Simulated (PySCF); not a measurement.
**Mayer bond orders and bond lengths**

Compound: C₄H₁₁ClO₂Si₂.
Atom-mapped SMILES: `[SiH3:1][CH2:2][C@@H:3]1[CH2:4][O:5][CH2:6][Si@H:7]([Cl:8])[O:9]1` (hydrogens: H10, H11, H12 on Si1; H13, H14 on C2; H15 on C3; H16, H17 on C4; H18, H19 on C6; H20 on Si7)

Structure used (GFN2-xTB), in Å, numbered top down from 1:
```xyz
20
C4H11ClO2Si2 angstrom
Si     2.715    0.879   -0.070
C      1.724   -0.753   -0.018
C      0.344   -0.457    0.536
C     -0.705   -1.486    0.111
O     -1.980   -1.234    0.640
C     -2.648   -0.146    0.003
Si    -1.543    1.401    0.189
Cl    -1.704    2.711   -1.312
O     -0.028    0.835    0.081
H      4.121    0.499   -0.259
H      2.570    1.570    1.211
H      2.288    1.715   -1.187
H      1.631   -1.157   -1.027
H      2.210   -1.513    0.590
H      0.373   -0.422    1.633
H     -0.413   -2.471    0.483
H     -0.747   -1.512   -0.988
H     -3.610   -0.072    0.509
H     -2.845   -0.412   -1.047
H     -1.759    2.037    1.485
```

Bond orders from the PBE0/pcSseg-1 density (PySCF). Geometry: GFN2-xTB, one conformer, isolated molecule.

How far do the computed orders between heavy atoms stray from the drawn ones?

The largest departure is 0.175, at O9–C3 (drawn single, 0.825). Drawn single, order below 0.88: Si1–C2 (0.877) and O9–C3 (0.825).

Set the Mayer orders of the bonds beside their lengths.

```
   bond  drawn as  length (Å)  Mayer order
 Si1–C2    single       1.910        0.877
  C2–C3    single       1.516        1.011
  C3–C4    single       1.529        1.018
  C4–O5    single       1.403        0.928
  O5–C6    single       1.427        0.885
 C6–Si7    single       1.911        0.890
Si7–Cl8    single       1.998        1.022
 Si7–O9    single       1.621        0.975
  O9–C3    single       1.419        0.825
Si1–H10    single       1.468        0.933
Si1–H11    single       1.463        0.950
Si1–H12    single       1.459        0.954
 C2–H13    single       1.091        0.942
 C2–H14    single       1.088        0.943
 C3–H15    single       1.098        0.928
 C4–H16    single       1.093        0.946
 C4–H17    single       1.101        0.931
 C6–H18    single       1.089        0.956
 C6–H19    single       1.101        0.932
Si7–H20    single       1.460        0.914
```

Bonds between the same two heavy elements. C–Si: all 2 within 0.02 of one another (0.877 to 0.890). C–C: all 2 within 0.02 of one another (1.011 to 1.018). C–O: lowest O9–C3 (0.825, 1.419 Å), highest C4–O5 (0.928, 1.403 Å); in 1 of the 3 pairs the longer bond (by over 0.003 Å) has the higher order (by 0.02 or more).

Sum the orders of all bonds at each heavy atom with more than one neighbour and set the sums beside the valence in the SMILES.

Si1 3.714 (drawn 4), C2 3.773 (drawn 4), C3 3.782 (drawn 4), C4 3.823 (drawn 4), O5 1.813 (drawn 2), C6 3.663 (drawn 4), Si7 3.801 (drawn 4), O9 1.800 (drawn 2). Orders between atoms that aren't bonded are not in these sums.

Mayer orders depend on the basis set.
